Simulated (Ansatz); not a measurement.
The same path of H3P + H7NO2Si2 (16 atoms, charge 0, multiplicity 1) was run twice with different band settings. Lost on the way: Si1–O2, P13–H16. Made: Si1–P13, O2–H16.

Computed with RHF/def2-SVP in Ansatz.

Relaxed end points:

```xyz
16
Properties=species:S:1:pos:R:3
Si -0.311 0.330 0.241
O 0.443 0.696 1.655
H 0.082 0.351 2.456
N 0.880 0.301 -0.970
H 1.822 0.011 -0.804
H 0.719 0.595 -1.912
H -1.345 1.305 -0.145
O -1.078 -1.104 0.502
Si -2.178 -2.281 0.182
H -2.595 -2.922 1.446
H -3.372 -1.694 -0.472
H -1.596 -3.299 -0.721
P 1.665 -3.363 1.499
H 1.910 -3.014 0.153
H 2.966 -3.854 1.753
H 1.901 -2.071 2.018
```

```xyz
16
Properties=species:S:1:pos:R:3
Si 0.651 -0.584 -0.174
O -0.623 -0.868 2.762
H -0.275 -1.424 3.443
N 1.448 -0.245 -1.655
H 1.905 -0.966 -2.180
H 1.097 0.471 -2.262
H 0.264 0.725 0.389
O -0.705 -1.497 -0.349
Si -2.134 -2.109 0.175
H -1.925 -3.155 1.200
H -3.009 -1.045 0.713
H -2.817 -2.731 -0.983
P 2.148 -1.633 1.183
H 1.405 -2.815 1.387
H 2.977 -2.155 0.165
H -0.491 0.019 3.065
```

Common settings: movable images 5; climbing image yes; spring 5.0 eV/Å²; optimiser quadratic models (default); start path through a guess of the saddle point; force threshold 0.05 eV/Å; end points relaxed.

| run | iteration limit |
| --- | --- |
| 1 | 60 |
| 2 | 3 |

Q: What does each run give, and how far can it be trusted?

A: Run 1: converged after 57 iterations, highest image 2.953 eV above the first end. A structure lower than the first end lies on the path between it and the top, so the climb from that side starts below the end, which may itself be a saddle point or a shallow side well. Neighbouring images differ by up to 3.0 eV, so the band resolves the path poorly. A vibrational analysis at the climbing image gives one clearly imaginary mode, 301i cm⁻¹: a first-order saddle point.
Run 2: not converged after 3 iterations, highest image 9.056 eV above the first end. The band didn't meet its force threshold, so its energies are provisional: the largest band force was still 49.07 eV/Å, and over the last iterations the top moved between 9.06 and 67.76 eV. Neighbouring images lie up to 1.9 Å apart, so the band is torn or far too coarse.
The orbitals stay closed-shell, which can raise the energy where a bond breaks towards radicals; this wasn't checked here.
